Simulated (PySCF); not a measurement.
Record of a relaxation.

C2H5ClO2Si.
Bonds: C1–C2, C2–O3 (double), C2–O4, O4–Si5, Si5–Cl6. Hydrogens: H7, H8, H9 on C1; H10, H11 on Si5.

Computed by this run: PBE0-D3(BJ)/def2-SVP geometry optimisation, gas phase (PySCF); density fitting, grid level 1; the optimiser is geomeTRIC in internal coordinates, started from a GFN2-xTB structure with every atom displaced at random (about 0.01 Å). The frame can shift and turn from step to step; on so coarse a grid that alone can change the energy by a few meV, and forces under 0.02 eV/Å are noise.

Step 0: E = -26627.2020 eV, largest atomic force 2.842 eV/Å
```
atom  x, y, z in Å  |  force x, y, z in eV/Å
C1     -1.888    0.101    0.470   -0.369   2.019   0.141
C2     -0.627    0.349   -0.270    0.771  -0.023  -0.150
O3     -0.501    1.036   -1.251    0.043  -0.165   0.188
O4      0.434   -0.302    0.280   -2.781   0.192   0.556
Si5     1.948   -0.260   -0.311    0.757   0.839  -0.475
Cl6     2.876   -1.438    0.998    1.028  -0.902   0.836
H7     -2.701    0.677   -0.015    0.239  -0.262   0.125
H8     -2.120   -0.931    0.467   -0.303  -1.516   0.120
H9     -1.798    0.457    1.517    0.076  -0.265  -0.270
H10     1.974   -0.821   -1.630    0.173  -0.386  -0.981
H11     2.441    1.106   -0.206    0.366   0.468  -0.090
```

Step 1: E = -26627.4539 eV, largest atomic force 0.561 eV/Å
```
atom  x, y, z in Å  |  force x, y, z in eV/Å
C1     -1.947    0.181    0.383   -0.091  -0.227  -0.050
C2     -0.600    0.342   -0.245   -0.093  -0.106   0.196
O3     -0.342    0.992   -1.223    0.051   0.156  -0.240
O4      0.345   -0.345    0.407    0.525  -0.186   0.070
Si5     1.944   -0.291   -0.225   -0.297  -0.064   0.134
Cl6     3.032   -1.498    1.051   -0.140   0.160  -0.163
H7     -2.694    0.751   -0.176   -0.055   0.043  -0.042
H8     -2.213   -0.894    0.391    0.042   0.249   0.038
H9     -1.915    0.521    1.429    0.016  -0.029   0.009
H10     1.971   -0.880   -1.583    0.009  -0.023   0.019
H11     2.471    1.088   -0.152    0.032   0.026   0.031
```

Step 2: E = -26627.4639 eV, largest atomic force 0.198 eV/Å
```
atom  x, y, z in Å  |  force x, y, z in eV/Å
C1     -1.949    0.179    0.387    0.044  -0.097   0.034
C2     -0.590    0.310   -0.225   -0.189   0.033   0.040
O3     -0.337    0.960   -1.209    0.187   0.003  -0.066
O4      0.361   -0.377    0.426    0.026   0.002  -0.012
Si5     1.937   -0.280   -0.234   -0.067   0.001   0.002
Cl6     3.064   -1.475    1.005   -0.050   0.059  -0.058
H7     -2.679    0.761   -0.186    0.044  -0.004   0.002
H8     -2.239   -0.883    0.404   -0.005   0.020   0.025
H9     -1.920    0.524    1.431    0.000  -0.009   0.022
H10     1.956   -0.859   -1.596    0.008  -0.007   0.005
H11     2.446    1.107   -0.147    0.002  -0.001   0.007
```

Step 3: E = -26627.4635 eV, largest atomic force 0.356 eV/Å
```
atom  x, y, z in Å  |  force x, y, z in eV/Å
C1     -1.943    0.166    0.402    0.059   0.248  -0.140
C2     -0.584    0.289   -0.215    0.240  -0.093   0.063
O3     -0.288    0.927   -1.197   -0.236   0.042   0.029
O4      0.363   -0.401    0.439   -0.314  -0.044   0.160
Si5     1.913   -0.261   -0.253    0.147   0.125  -0.186
Cl6     3.080   -1.437    0.952    0.078  -0.078   0.078
H7     -2.664    0.759   -0.174    0.017  -0.032   0.051
H8     -2.247   -0.885    0.426   -0.012  -0.167  -0.024
H9     -1.907    0.511    1.446    0.022   0.023  -0.013
H10     1.926   -0.835   -1.616    0.012  -0.001  -0.007
H11     2.401    1.134   -0.154   -0.011  -0.023  -0.011
```

Step 4: E = -26627.4682 eV, largest atomic force 0.123 eV/Å
```
atom  x, y, z in Å  |  force x, y, z in eV/Å
C1     -1.942    0.165    0.403    0.005   0.038  -0.006
C2     -0.586    0.297   -0.211    0.025  -0.011   0.022
O3     -0.313    0.946   -1.191   -0.002  -0.010   0.005
O4      0.363   -0.394    0.438   -0.114  -0.010   0.029
Si5     1.918   -0.263   -0.256    0.077   0.058  -0.076
Cl6     3.084   -1.437    0.959    0.024  -0.026   0.021
H7     -2.666    0.756   -0.168   -0.006  -0.005   0.013
H8     -2.238   -0.893    0.419   -0.001  -0.033   0.001
H9     -1.907    0.505    1.448    0.001   0.000   0.001
H10     1.931   -0.845   -1.616   -0.005   0.001  -0.003
H11     2.409    1.130   -0.167   -0.004  -0.002  -0.006
```

Step 5: E = -26627.4686 eV, largest atomic force 0.065 eV/Å
```
atom  x, y, z in Å  |  force x, y, z in eV/Å
C1     -1.941    0.161    0.412    0.001  -0.008   0.017
C2     -0.587    0.292   -0.206    0.000  -0.015   0.003
O3     -0.321    0.941   -1.189    0.019   0.008  -0.007
O4      0.365   -0.397    0.438   -0.059   0.003   0.021
Si5     1.918   -0.256   -0.266    0.037   0.020  -0.050
Cl6     3.093   -1.432    0.941    0.009  -0.007   0.008
H7     -2.669    0.749   -0.156   -0.002  -0.003   0.003
H8     -2.235   -0.899    0.430    0.002   0.000   0.004
H9     -1.903    0.502    1.456   -0.002  -0.004   0.005
H10     1.926   -0.834   -1.628   -0.002   0.002  -0.002
H11     2.404    1.139   -0.175   -0.004   0.004  -0.002
```

Step 6: E = -26627.4687 eV, largest atomic force 0.084 eV/Å
```
atom  x, y, z in Å  |  force x, y, z in eV/Å
C1     -1.934    0.138    0.447   -0.015  -0.074   0.038
C2     -0.590    0.280   -0.186   -0.029   0.032  -0.005
O3     -0.340    0.939   -1.168    0.030  -0.006  -0.017
O4      0.375   -0.407    0.437    0.062   0.013  -0.043
Si5     1.912   -0.230   -0.308   -0.035  -0.034   0.045
Cl6     3.131   -1.392    0.874   -0.015   0.017  -0.018
H7     -2.675    0.725   -0.105    0.002   0.001  -0.011
H8     -2.220   -0.926    0.462    0.002   0.046   0.008
H9     -1.884    0.473    1.494    0.000  -0.008   0.004
H10     1.901   -0.806   -1.670   -0.006   0.004  -0.003
H11     2.374    1.172   -0.221    0.002   0.008   0.001
```

Step 7: E = -26627.4686 eV, largest atomic force 0.087 eV/Å
```
atom  x, y, z in Å  |  force x, y, z in eV/Å
C1     -1.931    0.128    0.463   -0.007  -0.029   0.021
C2     -0.592    0.276   -0.181   -0.026  -0.003  -0.034
O3     -0.350    0.933   -1.167    0.007   0.001   0.018
O4      0.379   -0.408    0.435    0.074   0.030  -0.034
Si5     1.910   -0.218   -0.323   -0.040  -0.047   0.045
Cl6     3.141   -1.382    0.844   -0.009   0.017  -0.014
H7     -2.678    0.711   -0.085    0.000   0.001  -0.004
H8     -2.212   -0.935    0.483    0.004   0.022   0.002
H9     -1.874    0.465    1.509   -0.001  -0.003   0.003
H10     1.890   -0.789   -1.688   -0.001   0.005  -0.003
H11     2.367    1.185   -0.231   -0.002   0.006  -0.002
```

Step 8: E = -26627.4687 eV, largest atomic force 0.066 eV/Å
```
atom  x, y, z in Å  |  force x, y, z in eV/Å
C1     -1.927    0.115    0.483    0.005   0.013  -0.007
C2     -0.596    0.273   -0.175   -0.003   0.004  -0.023
O3     -0.366    0.934   -1.162   -0.022  -0.005   0.021
O4      0.387   -0.404    0.430    0.057   0.015  -0.021
Si5     1.908   -0.206   -0.344   -0.036  -0.031   0.045
Cl6     3.155   -1.364    0.811   -0.003   0.009  -0.009
H7     -2.683    0.694   -0.057    0.001  -0.001   0.004
H8     -2.201   -0.950    0.504    0.000  -0.011  -0.001
H9     -1.861    0.450    1.529    0.002   0.002   0.000
H10     1.877   -0.774   -1.709    0.001   0.004  -0.004
H11     2.358    1.200   -0.253   -0.001   0.001  -0.005
```

Step 9: E = -26627.4689 eV, largest atomic force 0.036 eV/Å
```
atom  x, y, z in Å  |  force x, y, z in eV/Å
C1     -1.927    0.114    0.485    0.005   0.017  -0.008
C2     -0.597    0.275   -0.177   -0.003   0.001  -0.016
O3     -0.370    0.936   -1.163   -0.016  -0.006   0.016
O4      0.388   -0.402    0.427    0.030   0.011  -0.011
Si5     1.908   -0.207   -0.344   -0.017  -0.017   0.027
Cl6     3.155   -1.364    0.811    0.001   0.003  -0.004
H7     -2.685    0.692   -0.054    0.000  -0.001   0.005
H8     -2.199   -0.951    0.505   -0.001  -0.014  -0.001
H9     -1.859    0.449    1.530    0.001   0.002   0.000
H10     1.878   -0.775   -1.709    0.001   0.003  -0.004
H11     2.360    1.199   -0.255   -0.001   0.001  -0.006
```

Step 10: E = -26627.4690 eV, largest atomic force under 0.02 eV/Å
```
atom  x, y, z in Å  |  force x, y, z in eV/Å
C1     -1.926    0.113    0.487    0.003   0.005  -0.003
C2     -0.599    0.277   -0.178   -0.003  -0.002  -0.005
O3     -0.377    0.939   -1.165   -0.005  -0.002   0.004
O4      0.389   -0.398    0.424    0.007   0.007  -0.002
Si5     1.909   -0.207   -0.345   -0.002  -0.008   0.010
Cl6     3.155   -1.364    0.811    0.001   0.001  -0.002
H7     -2.687    0.689   -0.050    0.000  -0.001   0.003
H8     -2.196   -0.953    0.507    0.000  -0.005   0.001
H9     -1.857    0.447    1.532    0.001   0.001   0.001
H10     1.879   -0.774   -1.710    0.000   0.003  -0.003
H11     2.362    1.199   -0.257   -0.001   0.001  -0.005
```

Q: Summarise the path.

A: The energy falls by 6.16 kcal/mol from step 0 to step 10; nine tenths of that is first reached at step 1. It rises by more than 0.2 meV at step 3. The largest force goes from 2.842 to under 0.02 eV/Å. Among the bonds O4–Si5 changes most, from 1.625 to 1.714 Å; the atoms move by 0.139 Å rms after alignment.

Q: Follow the three bonds and two angles with the largest change from start to end.

A: 
| step | E above end (kcal/mol) | largest force (eV/Å) | O4–Si5 (Å) | Si5–Cl6 (Å) | Si5–H10 (Å) | C2–O4–Si5 (°) | Cl6–Si5–H10 (°) |
| --- | --- | --- | --- | --- | --- | --- | --- |
| 0 | 6.16 | 2.842 | 1.625 | 1.991 | 1.433 | 124.5 | 111.4 |
| 1 | 0.35 | 0.561 | 1.720 | 2.065 | 1.480 | 117.5 | 108.9 |
| 2 | 0.12 | 0.198 | 1.712 | 2.058 | 1.480 | 115.9 | 108.7 |
| 3 | 0.13 | 0.356 | 1.703 | 2.049 | 1.479 | 113.7 | 108.3 |
| 4 | 0.02 | 0.123 | 1.708 | 2.053 | 1.479 | 114.1 | 108.3 |
| 5 | 0.01 | 0.065 | 1.711 | 2.054 | 1.479 | 113.9 | 108.3 |
| 6 | 0.01 | 0.084 | 1.718 | 2.057 | 1.479 | 113.0 | 108.3 |
| 7 | 0.01 | 0.087 | 1.718 | 2.057 | 1.479 | 112.8 | 108.3 |
| 8 | 0.01 | 0.066 | 1.718 | 2.057 | 1.479 | 112.8 | 108.3 |
| 9 | 0.00 | 0.036 | 1.716 | 2.056 | 1.479 | 113.1 | 108.4 |
| 10 | 0.00 | under 0.02 | 1.714 | 2.056 | 1.479 | 113.3 | 108.4 |

The cost below is that of the whole optimisation. On an Arm Neoverse V2 with one thread, no GPU, shared host, this took 59 s wall and 0.50 GiB of memory at its peak.
